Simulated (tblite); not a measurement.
Record of a relaxation.

Compound: C4H11B2N.
Numbering: `[BH2:1][NH:2][BH:3]/[CH:4]=[CH:5]\[CH2:6][CH3:7]` (hydrogens: H8, H9 on B1; H10 on N2; H11 on B3; H12 on C4; H13 on C5; H14, H15 on C6; H16, H17, H18 on C7)

Computed with GFN2-xTB (tblite), gas phase: L-BFGS steps from a force-field or distance-geometry start until the largest atomic force falls under 0.01 eV/Å. 7 of its 110 geometries are shown.

Step 0: E = -531.2480 eV, largest atomic force 3.860 eV/Å
```
atom  x, y, z in Å  |  force x, y, z in eV/Å
B1     -3.483   -0.022    1.018    0.412  -0.223  -2.125
N2     -2.601   -0.753    0.016    1.140   2.903   2.275
B3     -1.116   -0.505    0.323   -2.185  -1.566  -1.921
C4     -0.315    0.088   -0.888   -1.065  -0.025   0.755
C5      1.006    0.077   -0.940   -0.463  -0.187  -0.414
C6      1.851   -0.486    0.123    1.314  -0.482  -0.446
C7      2.724    0.669    0.609    0.234   0.199   0.619
H8     -3.098    0.873    1.697    0.184  -0.812   0.312
H9     -4.643   -0.017    0.777    0.186  -0.228   0.094
H10    -2.847   -0.405   -0.917   -0.137  -0.747   0.485
H11    -0.675   -1.224    1.141   -0.183   0.618   0.204
H12    -0.853    0.522   -1.730    0.004   0.011   0.151
H13     1.476    0.509   -1.813    0.477  -0.125   0.041
H14     2.491   -1.281   -0.362   -0.513   0.551   0.654
H15     1.329   -0.895    0.981   -0.165  -0.173  -0.446
H16     2.444    1.577    0.071    0.271  -0.003   0.119
H17     3.761    0.415    0.398    0.042   0.445   0.385
H18     2.540    0.863    1.689    0.448  -0.156  -0.742
```

Step 18: E = -532.6623 eV, largest atomic force 0.290 eV/Å
```
atom  x, y, z in Å  |  force x, y, z in eV/Å
B1     -3.592    0.058    0.985    0.020  -0.013   0.105
N2     -2.654   -0.443    0.070   -0.068   0.101  -0.174
B3     -1.228   -0.530    0.199   -0.079   0.050  -0.009
C4     -0.310   -0.052   -0.973   -0.097  -0.145   0.053
C5      1.027    0.033   -0.981   -0.002  -0.125  -0.088
C6      1.964   -0.469    0.075   -0.234   0.035  -0.167
C7      2.816    0.689    0.622   -0.058  -0.092  -0.008
H8     -3.235    0.451    2.037    0.000  -0.182  -0.120
H9     -4.730    0.137    0.683    0.161  -0.036  -0.032
H10    -3.022   -0.588   -0.867    0.170   0.132   0.089
H11    -0.827   -0.901    1.242    0.048   0.202  -0.098
H12    -0.796    0.353   -1.865   -0.023  -0.049   0.195
H13     1.523    0.517   -1.825   -0.024  -0.140   0.141
H14     2.618   -1.235   -0.361   -0.117   0.099  -0.008
H15     1.384   -0.936    0.871    0.112   0.010  -0.042
H16     2.561    1.619    0.118    0.081  -0.025   0.027
H17     3.874    0.490    0.483    0.048   0.084   0.022
H18     2.619    0.815    1.679    0.060   0.095   0.113
```

Step 36: E = -532.7979 eV, largest atomic force 0.129 eV/Å
```
atom  x, y, z in Å  |  force x, y, z in eV/Å
B1     -3.625   -0.050    0.990    0.021  -0.073   0.074
N2     -2.621   -0.283    0.039   -0.005   0.086   0.004
B3     -1.223   -0.364    0.269    0.025  -0.090   0.019
C4     -0.308   -0.109   -0.957   -0.060   0.093  -0.022
C5      1.024   -0.040   -1.014    0.006   0.026   0.010
C6      1.964   -0.471    0.062   -0.031  -0.027  -0.017
C7      2.807    0.692    0.616   -0.002  -0.040  -0.021
H8     -3.301   -0.050    2.115   -0.128   0.008   0.009
H9     -4.734    0.150    0.657    0.072  -0.038  -0.014
H10    -2.881   -0.255   -0.939   -0.121   0.038   0.000
H11    -0.862   -0.518    1.373    0.056   0.023  -0.096
H12    -0.834    0.183   -1.867    0.066   0.045  -0.001
H13     1.509    0.345   -1.908    0.024  -0.103   0.005
H14     2.628   -1.221   -0.374    0.019  -0.039   0.032
H15     1.397   -0.946    0.861    0.038  -0.002   0.005
H16     2.590    1.616    0.086    0.000  -0.018   0.030
H17     3.869    0.483    0.513    0.025   0.040   0.018
H18     2.593    0.842    1.671   -0.004   0.073  -0.034
```

Step 54: E = -532.8526 eV, largest atomic force 0.064 eV/Å
```
atom  x, y, z in Å  |  force x, y, z in eV/Å
B1     -3.646   -0.163    1.011    0.004   0.011   0.026
N2     -2.592   -0.084    0.087   -0.011  -0.011   0.010
B3     -1.192   -0.203    0.284    0.004  -0.027  -0.001
C4     -0.282   -0.011   -0.959    0.017   0.038   0.004
C5      1.047   -0.130   -1.031   -0.003  -0.031  -0.006
C6      1.962   -0.521    0.083    0.033   0.019   0.012
C7      2.772    0.694    0.578    0.008   0.015   0.013
H8     -3.409   -0.354    2.141    0.019  -0.005  -0.021
H9     -4.749   -0.026    0.634    0.002  -0.011   0.010
H10    -2.861    0.086   -0.874   -0.041   0.022  -0.020
H11    -0.792   -0.419    1.363   -0.054   0.014  -0.032
H12    -0.774    0.287   -1.885    0.007  -0.017   0.032
H13     1.560    0.078   -1.965    0.005   0.023  -0.012
H14     2.650   -1.284   -0.288   -0.019  -0.027   0.002
H15     1.388   -0.948    0.902    0.023  -0.014  -0.012
H16     2.567    1.571   -0.032    0.017  -0.028  -0.021
H17     3.840    0.497    0.541   -0.015   0.012   0.021
H18     2.504    0.937    1.603    0.003   0.016  -0.005
```

Step 73: E = -532.8665 eV, largest atomic force 0.137 eV/Å
```
atom  x, y, z in Å  |  force x, y, z in eV/Å
B1     -3.643   -0.167    1.033    0.017  -0.077  -0.056
N2     -2.635   -0.086    0.053   -0.056   0.033   0.121
B3     -1.235   -0.240    0.240    0.002   0.043   0.021
C4     -0.284   -0.001   -0.959    0.073   0.047  -0.057
C5      1.047   -0.115   -1.004   -0.042  -0.060  -0.027
C6      1.972   -0.522    0.095    0.027   0.028   0.004
C7      2.788    0.697    0.562    0.034   0.024   0.050
H8     -3.344   -0.370    2.148    0.015   0.008  -0.074
H9     -4.772   -0.053    0.731    0.055   0.048  -0.044
H10    -2.931    0.126   -0.893    0.001  -0.034   0.062
H11    -0.859   -0.507    1.312    0.026  -0.032   0.059
H12    -0.733    0.343   -1.888   -0.100  -0.033  -0.025
H13     1.571    0.127   -1.924   -0.004   0.028  -0.008
H14     2.653   -1.286   -0.290   -0.042   0.009  -0.012
H15     1.425   -0.945    0.936   -0.010  -0.005  -0.074
H16     2.748    1.506   -0.168   -0.020  -0.105   0.043
H17     3.834    0.436    0.708   -0.014  -0.009   0.076
H18     2.387    1.066    1.502    0.037   0.088  -0.059
```

Step 91: E = -532.9610 eV, largest atomic force 0.169 eV/Å
```
atom  x, y, z in Å  |  force x, y, z in eV/Å
B1     -3.627   -0.254    1.058   -0.063   0.020   0.076
N2     -2.612   -0.045    0.116    0.144  -0.013   0.084
B3     -1.216   -0.256    0.260    0.061   0.051   0.012
C4     -0.300    0.032   -0.961   -0.076  -0.007   0.007
C5      1.030   -0.063   -1.034   -0.018  -0.020  -0.005
C6      1.946   -0.478    0.068    0.010  -0.031   0.001
C7      2.802    0.696    0.542    0.068  -0.033  -0.007
H8     -3.339   -0.631    2.126   -0.023  -0.030   0.016
H9     -4.740   -0.037    0.759   -0.037  -0.002   0.012
H10    -2.904    0.306   -0.784   -0.040   0.004  -0.164
H11    -0.815   -0.615    1.300   -0.056  -0.027  -0.021
H12    -0.796    0.358   -1.873    0.001   0.018  -0.021
H13     1.536    0.188   -1.961    0.039   0.024  -0.005
H14     2.609   -1.265   -0.302   -0.003  -0.026  -0.029
H15     1.373   -0.871    0.903    0.004  -0.044   0.037
H16     3.303    1.164   -0.304   -0.022   0.047   0.044
H17     3.562    0.346    1.238   -0.032   0.044   0.020
H18     2.179    1.433    1.044    0.044   0.024  -0.059
```

Step 109: E = -532.9683 eV, largest atomic force 0.009 eV/Å
```
atom  x, y, z in Å  |  force x, y, z in eV/Å
B1     -3.632   -0.249    1.068    0.000   0.000  -0.002
N2     -2.617   -0.057    0.117    0.000  -0.002   0.006
B3     -1.221   -0.273    0.257    0.000   0.002   0.000
C4     -0.303    0.039   -0.957    0.000  -0.005   0.000
C5      1.028   -0.052   -1.029   -0.002   0.006   0.006
C6      1.951   -0.481    0.064    0.004   0.002  -0.002
C7      2.812    0.694    0.534    0.003   0.004  -0.006
H8     -3.346   -0.630    2.136   -0.004  -0.003  -0.005
H9     -4.746   -0.024    0.778    0.004   0.004  -0.002
H10    -2.913    0.281   -0.790    0.002  -0.003   0.000
H11    -0.832   -0.667    1.286   -0.003   0.000   0.000
H12    -0.795    0.386   -1.864   -0.001   0.004   0.003
H13     1.539    0.229   -1.946    0.001  -0.003   0.004
H14     2.609   -1.267   -0.319   -0.003  -0.005   0.001
H15     1.387   -0.880    0.903    0.005   0.003  -0.002
H16     3.390    1.103   -0.292    0.000   0.000  -0.007
H17     3.501    0.372    1.311   -0.002  -0.003   0.001
H18     2.180    1.483    0.936   -0.003   0.000   0.003
```

Question: Summarise the path.

Answer: The energy falls by 1.7204 eV from step 0 to step 109; nine tenths of that is first reached at step 36. It rises by more than 0.2 meV at steps 75, 78 and 81. The largest force goes from 3.860 to 0.009 eV/Å. Among the bonds B1–N2 changes most (a near tie, within 0.001 Å, with another), from 1.521 to 1.404 Å; the atoms move by 0.644 Å rms after alignment.

Question: Follow the three bonds and two angles with the largest change from start to end.

Answer: 
```json
{"step": "0", "E above end (eV)": "1.7204", "largest force (eV/Å)": "3.860", "B1–N2 (Å)": "1.521", "N2–B3 (Å)": "1.536", "C6–H14 (Å)": "1.130", "B1–N2–B3 (°)": "110.6", "B1–N2–H10 (°)": "107.2"}
{"step": "5", "E above end (eV)": "0.6512", "largest force (eV/Å)": "0.898", "B1–N2 (Å)": "1.396", "N2–B3 (Å)": "1.422", "C6–H14 (Å)": "1.095", "B1–N2–B3 (°)": "131.6", "B1–N2–H10 (°)": "112.4"}
{"step": "9", "E above end (eV)": "0.4807", "largest force (eV/Å)": "0.506", "B1–N2 (Å)": "1.396", "N2–B3 (Å)": "1.425", "C6–H14 (Å)": "1.092", "B1–N2–B3 (°)": "129.6", "B1–N2–H10 (°)": "116.5"}
{"step": "14", "E above end (eV)": "0.3642", "largest force (eV/Å)": "0.306", "B1–N2 (Å)": "1.395", "N2–B3 (Å)": "1.431", "C6–H14 (Å)": "1.093", "B1–N2–B3 (°)": "129.5", "B1–N2–H10 (°)": "116.3"}
{"step": "19", "E above end (eV)": "0.2901", "largest force (eV/Å)": "0.279", "B1–N2 (Å)": "1.402", "N2–B3 (Å)": "1.435", "C6–H14 (Å)": "1.097", "B1–N2–B3 (°)": "128.5", "B1–N2–H10 (°)": "114.5"}
{"step": "24", "E above end (eV)": "0.2316", "largest force (eV/Å)": "0.197", "B1–N2 (Å)": "1.405", "N2–B3 (Å)": "1.425", "C6–H14 (Å)": "1.091", "B1–N2–B3 (°)": "127.9", "B1–N2–H10 (°)": "114.6"}
{"step": "28", "E above end (eV)": "0.2094", "largest force (eV/Å)": "0.162", "B1–N2 (Å)": "1.401", "N2–B3 (Å)": "1.423", "C6–H14 (Å)": "1.098", "B1–N2–B3 (°)": "126.7", "B1–N2–H10 (°)": "116.2"}
{"step": "33", "E above end (eV)": "0.1845", "largest force (eV/Å)": "0.201", "B1–N2 (Å)": "1.403", "N2–B3 (Å)": "1.421", "C6–H14 (Å)": "1.090", "B1–N2–B3 (°)": "126.7", "B1–N2–H10 (°)": "117.0"}
{"step": "38", "E above end (eV)": "0.1624", "largest force (eV/Å)": "0.151", "B1–N2 (Å)": "1.402", "N2–B3 (Å)": "1.419", "C6–H14 (Å)": "1.096", "B1–N2–B3 (°)": "127.6", "B1–N2–H10 (°)": "117.9"}
{"step": "43", "E above end (eV)": "0.1359", "largest force (eV/Å)": "0.202", "B1–N2 (Å)": "1.400", "N2–B3 (Å)": "1.421", "C6–H14 (Å)": "1.091", "B1–N2–B3 (°)": "129.5", "B1–N2–H10 (°)": "114.8"}
{"step": "47", "E above end (eV)": "0.1232", "largest force (eV/Å)": "0.125", "B1–N2 (Å)": "1.405", "N2–B3 (Å)": "1.419", "C6–H14 (Å)": "1.094", "B1–N2–B3 (°)": "130.0", "B1–N2–H10 (°)": "115.6"}
{"step": "52", "E above end (eV)": "0.1170", "largest force (eV/Å)": "0.059", "B1–N2 (Å)": "1.404", "N2–B3 (Å)": "1.419", "C6–H14 (Å)": "1.092", "B1–N2–B3 (°)": "130.5", "B1–N2–H10 (°)": "115.8"}
{"step": "57", "E above end (eV)": "0.1141", "largest force (eV/Å)": "0.055", "B1–N2 (Å)": "1.404", "N2–B3 (Å)": "1.419", "C6–H14 (Å)": "1.092", "B1–N2–B3 (°)": "129.7", "B1–N2–H10 (°)": "115.6"}
{"step": "62", "E above end (eV)": "0.1116", "largest force (eV/Å)": "0.053", "B1–N2 (Å)": "1.403", "N2–B3 (Å)": "1.419", "C6–H14 (Å)": "1.093", "B1–N2–B3 (°)": "129.0", "B1–N2–H10 (°)": "115.9"}
{"step": "66", "E above end (eV)": "0.1104", "largest force (eV/Å)": "0.053", "B1–N2 (Å)": "1.404", "N2–B3 (Å)": "1.420", "C6–H14 (Å)": "1.093", "B1–N2–B3 (°)": "128.7", "B1–N2–H10 (°)": "116.0"}
{"step": "71", "E above end (eV)": "0.1058", "largest force (eV/Å)": "0.115", "B1–N2 (Å)": "1.405", "N2–B3 (Å)": "1.420", "C6–H14 (Å)": "1.092", "B1–N2–B3 (°)": "127.6", "B1–N2–H10 (°)": "117.2"}
{"step": "76", "E above end (eV)": "0.0866", "largest force (eV/Å)": "0.271", "B1–N2 (Å)": "1.408", "N2–B3 (Å)": "1.421", "C6–H14 (Å)": "1.097", "B1–N2–B3 (°)": "128.3", "B1–N2–H10 (°)": "115.7"}
{"step": "81", "E above end (eV)": "0.0575", "largest force (eV/Å)": "0.658", "B1–N2 (Å)": "1.404", "N2–B3 (Å)": "1.420", "C6–H14 (Å)": "1.095", "B1–N2–B3 (°)": "128.9", "B1–N2–H10 (°)": "116.9"}
{"step": "85", "E above end (eV)": "0.0255", "largest force (eV/Å)": "0.112", "B1–N2 (Å)": "1.405", "N2–B3 (Å)": "1.419", "C6–H14 (Å)": "1.094", "B1–N2–B3 (°)": "128.7", "B1–N2–H10 (°)": "115.8"}
{"step": "90", "E above end (eV)": "0.0096", "largest force (eV/Å)": "0.127", "B1–N2 (Å)": "1.403", "N2–B3 (Å)": "1.419", "C6–H14 (Å)": "1.093", "B1–N2–B3 (°)": "128.4", "B1–N2–H10 (°)": "116.2"}
{"step": "95", "E above end (eV)": "0.0023", "largest force (eV/Å)": "0.076", "B1–N2 (Å)": "1.405", "N2–B3 (Å)": "1.419", "C6–H14 (Å)": "1.094", "B1–N2–B3 (°)": "128.7", "B1–N2–H10 (°)": "115.9"}
{"step": "100", "E above end (eV)": "0.0005", "largest force (eV/Å)": "0.034", "B1–N2 (Å)": "1.403", "N2–B3 (Å)": "1.419", "C6–H14 (Å)": "1.094", "B1–N2–B3 (°)": "128.5", "B1–N2–H10 (°)": "116.2"}
{"step": "104", "E above end (eV)": "0.0001", "largest force (eV/Å)": "0.014", "B1–N2 (Å)": "1.404", "N2–B3 (Å)": "1.419", "C6–H14 (Å)": "1.094", "B1–N2–B3 (°)": "128.6", "B1–N2–H10 (°)": "116.2"}
{"step": "109", "E above end (eV)": "0.0000", "largest force (eV/Å)": "0.009", "B1–N2 (Å)": "1.404", "N2–B3 (Å)": "1.419", "C6–H14 (Å)": "1.094", "B1–N2–B3 (°)": "128.6", "B1–N2–H10 (°)": "116.2"}
```

The cost below is that of the whole relaxation. The run took 2.0 s wall on one thread of an Intel Xeon at 2.50 GHz, shared host.
